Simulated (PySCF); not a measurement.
disulfane (H2S2), SMILES SS. Atoms are numbered in the order given.

```xyz
4

S      1.0207     0.0678     0.0551
S     -1.0207    -0.0678     0.0551
H      1.2846    -0.8625    -0.8821
H     -1.2846     0.8625    -0.8821
```

Geometry: PBE0-D3(BJ)/def2-TZVP.

Computed with PBE/def2-TZVPD (PySCF).

Symmetry labels are those of the subgroup C2 that the program uses (full group C2).

Computed valence orbital energies around the gap with their symmetry:
| orbital | symmetry | energy (eV) |
|---|---|---|
| HOMO−7 | A | -155.43 |
| HOMO−6 | A | -20.24 |
| HOMO−5 | B | -16.67 |
| HOMO−4 | A | -11.41 |
| HOMO−3 | B | -10.09 |
| HOMO−2 | A | -8.93 |
| HOMO−1 | B | -6.38 |
| HOMO | A | -6.36 |
| LUMO | B | -2.08 |
| LUMO+1 | A | -0.95 |
| LUMO+2 | B | -0.53 |
| LUMO+3 | A | 0.73 |
